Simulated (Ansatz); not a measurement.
`B[SiH2]OC[SiH3]` → `CB(O)[SiH2][SiH3]`  (isomerisation)

Isolated molecules relaxed with PBE0-D4/def2-TZVP in Ansatz; ΔE leaves out vibrations. CBS: MP2 limit from def2 TZ/QZ plus the TZ coupled-cluster correction, frozen cores. Each species was taken in one conformer, which may not be the lowest.

| species | SCS-MP2/def2-QZVPP energy (Eh) |
| --- | --- |
| `B[SiH2]OC[SiH3]` | -721.44937 |
| `CB(O)[SiH2][SiH3]` | -721.51845 |

(1) Work out ΔE.

Largest T1 diagnostic among the species: 0.014.

## Answers

(1) ΔE = (-721.51845) − (-721.44937) = -0.06908 Eh = -43.3 kcal/mol. CCSD(T)/CBS gives -46.5 kcal/mol.

From PBE to PBE0 (25 % exact exchange), in def2-TZVPP and without D4, ΔE moves by +1.6 kcal/mol. In def2-TZVPP, CCSD(T) changes the Hartree–Fock value by −8.8 kcal/mol (the triples alone add −1.4 kcal/mol) and MP2 by −8.9 kcal/mol.
